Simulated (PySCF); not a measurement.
# Absolute configuration from chiroptical data

Computed, not measured: TDDFT CAM-B3LYP/def2-SVPD circular dichroism and optical rotation, one conformer, gas phase (PySCF 2.14.0). Geometry: GFN2-xTB.

Values for one enantiomer of C₃H₈AlFS, R in 10⁻⁴⁰ esu² cm² (velocity form):
| λ (nm) | f | R |
| --- | --- | --- |
| 224 | 0.0005 | -0.3 |
| 198 | 0.017 | +24.3 |
| 195 | 0.031 | -28.7 |
| 192 | 0.004 | -17.9 |
| 184 | 0.001 | +2.0 |
| 176 | 0.038 | +4.2 |
| 171 | 0.026 | +29.9 |
| 170 | 0.039 | -40.1 |
| 169 | 0.072 | -1.2 |
| 165 | 0.030 | +38.9 |
| 160 | 0.108 | -31.1 |
| 159 | 0.034 | -17.8 |

[α] at 589.3 nm: -142 deg dm⁻¹ (g/mL)⁻¹ (origin-invariant length gauge).

Question: Which structure gives these signs?
A. F[C@@H]1CC[S@+]1[AlH3-]
B. F[C@H]1CC[S@@+]1[AlH3-]

Answer: B. Its CIP labels in SMILES order are R, R; the other enantiomer gives every sign reversed.

Geometry of F[C@H]1CC[S@@+]1[AlH3-] as run:
```xyz
14

F     0.337   -1.821   -0.309
C    -0.405   -0.881   -0.965
C    -1.437   -0.198   -0.073
C    -0.736    1.160   -0.005
S     0.555    0.651   -1.196
Al    1.949   -0.052    0.783
H    -0.752   -1.337   -1.896
H    -2.421   -0.153   -0.538
H    -1.515   -0.695    0.894
H    -1.310    2.005   -0.376
H    -0.296    1.395    0.969
H     0.903   -0.558    1.839
H     2.849   -0.999   -0.070
H     2.279    1.481    0.920
```
